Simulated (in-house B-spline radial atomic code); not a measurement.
A fraction x of an electron is removed from 5d in La2+, starting from [Xe] 5d1 and keeping the highest spin. All numbers are computed (scalar-relativistic (X2C) CAM-B3LYP, spin-polarised, spherical fractional occupations; Fermi nucleus of rms radius 4.855 fm) with an all-electron radial atomic-structure program (B-spline basis), not measured.

Caution: exact exchange at fractional occupations of open shells leaves self-interaction of up to several eV.

```tsv
x	E(x) - E(0) (eV)	5d up level (eV)
0	0.0000	-13.559
0.04	0.5479	-13.838
0.21	3.0023	-15.041
0.35	5.1784	-16.049
0.48	7.3264	-16.999
0.5	7.6678	-17.147
0.54	8.3596	-17.442
0.7	11.2457	-18.638
0.86	14.3247	-19.853
0.99	16.9706	-20.855
1	17.1795	-
```

The exact functional would give a straight line between the two integer points. Deviations E(x) - E(0) - x[E(1) - E(0)], in eV: -0.139 at x = 0.04, -0.605 at x = 0.21, -0.834 at x = 0.35, -0.92 at x = 0.48, -0.922 at x = 0.5, -0.917 at x = 0.54, -0.78 at x = 0.7, -0.45 at x = 0.86, -0.037 at x = 0.99.

The curve lies below the straight line by up to 0.922 eV (at x = 0.5): convex, the delocalisation error, to which spherically averaged exact exchange adds.

Q: How well does Slater's transition state (minus the level at half occupation) give the ionisation energy?

A: It gives 17.147 eV against 17.180 eV from the two total energies; NIST lists 19.18 eV, ground level to ground level. The end point has an open shell averaged over its orbitals, so its exact exchange keeps a self-interaction and this is no true integer point.
